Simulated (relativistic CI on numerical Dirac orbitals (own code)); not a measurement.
# Cr: from the plainest model towards the measured levels

Calculated with a relativistic CI code on KLI orbitals (one set per configuration, finite nucleus), adding one ingredient at a time: step 1, Dirac-Coulomb, each configuration alone; step 2, with Breit and QED terms; step 3, with configuration mixing; step 4, with scaled Slater integrals (0.85); step 5, with a P86 correlation estimate; step 6, tied to the ionisation limit. P86 is a density functional for the correlation energy, evaluated here for each configuration and added to its levels. Step 6 is semi-empirical: configurations made of the next ion and one excited electron move by 4236 cm⁻¹, so that their limit matches the tabulated ionisation energy, and those with a non-penetrating f or g electron also take the P86 value of the least penetrating other one.

CI space (outside the closed core [Ar]): 3d5.4s, 3d4.4s2, 3d5.4p, 3d4.4s.4p, 3d5.4d, 3d5.4f, 3d6, 3d3.4s2.4p, 3d4.4s.5s, 3d5.5s, 3d5.5p, 3d4.4s.5p, 3d4.4s.4d, 3d4.4s.6p, 3d4.4p2, 3d3.4p3.

Computed minus measured energy above the ground level, in cm⁻¹, for 10 of the 38 excited levels that pair in every step (one J of a term; a digit in brackets numbers repeated terms):

| Configuration | Term | J | Measured | Step 1 | Step 2 | Step 3 | Step 4 | Step 5 | Step 6 |
| --- | --- | --- | --- | --- | --- | --- | --- | --- | --- |
| 3d5.4s | a 5S | 2 | 7593 | 6631 | 6632 | 2408 | 1072 | 1308 | 1410 |
| 3d4.4s2 | a 5D | 0 | 7751 | 799 | 973 | -3570 | -4970 | -2893 | -2884 |
| 3d5.4s | a 5G | 2 | 20517 | 5478 | 5485 | 5071 | 1427 | 1432 | 1435 |
| 3d5.4s | a 5P | 3 | 21841 | 7702 | 7720 | 7285 | 3133 | 3138 | 3141 |
| 3d4.4s2 | a 3P | 0 | 23163 | 4925 | 5140 | 492 | -3852 | -1825 | -1815 |
| 3d5.4p | z 7P° | 2 | 23305 | -2306 | -2342 | -359 | -926 | 636 | 4401 |
| 3d4.4s.4p | z 7F° | 0 | 24971 | -10052 | -9910 | -9227 | -10021 | -6864 | -6864 |
| 3d5.4p | z 5P° | 3 | 26788 | -150 | -190 | -2023 | -2862 | -1306 | 2275 |
| 3d4.4s.4p | z 7D° | 1 | 27300 | -10087 | -9956 | -9121 | -10239 | -7098 | -7098 |
| 3d4.4s.4p | y 7P° | 2 | 27729 | -11324 | -11203 | -11588 | -12195 | -9306 | -8837 |

Mean absolute errors in cm⁻¹, over all paired levels and for the configurations:

| Configuration, levels | Step 1 | Step 2 | Step 3 | Step 4 | Step 5 | Step 6 |
| --- | --- | --- | --- | --- | --- | --- |
| all, 38 | 6267 | 6264 | 5824 | 5886 | 4086 | 4416 |
| 3d5.4s, 9 | 6358 | 6354 | 5512 | 1954 | 1984 | 1998 |
| 3d4.4s2, 8 | 2401 | 2541 | 2420 | 4550 | 2493 | 2484 |
| 3d5.4p, 6 | 1252 | 1291 | 1222 | 1931 | 969 | 3291 |
| 3d4.4s.4p, 15 | 10280 | 10186 | 9668 | 10540 | 7443 | 7348 |

Measured levels: NIST Handbook of Basic Atomic Spectroscopic Data (Sansonetti and Martin, J. Phys. Chem. Ref. Data 34, 1559 (2005)).

Problem. What does each ingredient do to the ground and the excited configurations, and where is the model closest to experiment?

Solution. Terms of the ground configuration are off by 6358 at first, 5512 with mixing and 1954 after scaling, which stands in for the correlation that narrows term splittings. Mixing lowers the ground level by 1037, with 3d4.4s.4d as its largest admixture; relative to it the configurations that move most are 3d4.4s2 by -4583, 3d4.4s.4p by +518, 3d5.4p by +69. The P86 estimate moves 3d4.4s.4p by +3097, 3d4.4s2 by +2057, 3d5.4p by +1564, and takes the mean absolute error of the excited configurations from 7107 to 4738. Step 6 takes that error from 4738 to 5167; it grows for 3d5.4p. The shift fits the limit, so it does little for low levels whose errors differ from those near the limit. The mean absolute error is lowest at step 5 (4086 cm⁻¹), and the largest single drop is from step 4 to 5 (5886 to 4086).
